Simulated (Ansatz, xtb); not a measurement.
# C3H4Cl2F2: which of two isomers lies lower

Structure a is `FC[C@](F)(Cl)CCl`, a singlet and structure b is `F[C@H](CCl)[C@@H](F)Cl`, a singlet. Both are isolated molecules in the gas phase, relaxed with B3LYP-D3(BJ)/def2-SVP, each in the lowest conformer that the search found.

Energies in hartree; the thermal terms are from GFN2-xTB frequencies at re-optimised GFN2-xTB minima (ideal gas, soft modes damped towards free rotors, one conformer each, 298.15 K, 1 atm) and include the zero-point energy:

```
                               a            b
E, CCSD(T)/def2-SVP  −1234.389424  −1234.385898
    E, MP2/def2-SVP  −1234.306373  −1234.302347
  E, MP2/def2-TZVPP  −1235.334678  −1235.332625
  zero-point energy      0.066862      0.067172
       H(298 K) − E      0.075733      0.075950
       G(298 K) − E      0.033131      0.033139
```

Problem. Correct the CCSD(T) difference for the basis set by the MP2 change, then work out ΔE, ΔE₀, ΔH and ΔG for a → b in kJ/mol (1 Eh = 2625.50 kJ/mol) and the equilibrium ratio [b]/[a].

Solution. 1. Differences b − a: CCSD(T) +0.003526, MP2 in the small set +0.004026, MP2 in the large set +0.002053 Eh.
2. ΔE = +0.003526 + (+0.002053 − (+0.004026)) = +0.001553 Eh = +4.08 kJ/mol.
3. ΔE₀ = ΔE + ΔZPE = +0.001553 + (+0.000310) Eh = +4.89 kJ/mol.
4. ΔH = ΔE + (+0.000217) Eh = +4.65 kJ/mol.
5. ΔG = ΔE + (+0.000008) Eh = +4.10 kJ/mol, so ΔS = (ΔH − ΔG)/T = +1.8 J/(mol K).
6. kT = 0.9442 mEh, so K = [b]/[a] = exp(−ΔG/kT) = exp(−1.65) ≈ 0.19.

The two are too close for this level to say which is favoured. An error of 4 kJ/mol in ΔG would change K by a factor of 5. Mirror images and further conformers aren't counted.

As drawn, both hold the same kinds of bond in the same numbers.

Other levels gave ΔE = +9.1 (GFN2-xTB); +1.5 (HF/STO-3G, GFN2-xTB geometries); +9.2 (r2SCAN-D4/def2-SVP, GFN2-xTB geometries); +6.6 (B3LYP-D3(BJ)/def2-SVP); +3.7 (HF/def2-SVP); +10.6 (MP2/def2-SVP); +9.3 (CCSD(T)/def2-SVP) kJ/mol. The correlated steps freeze 15 core orbitals. Programs: Ansatz 0.2.0, xtb 6.7.1.
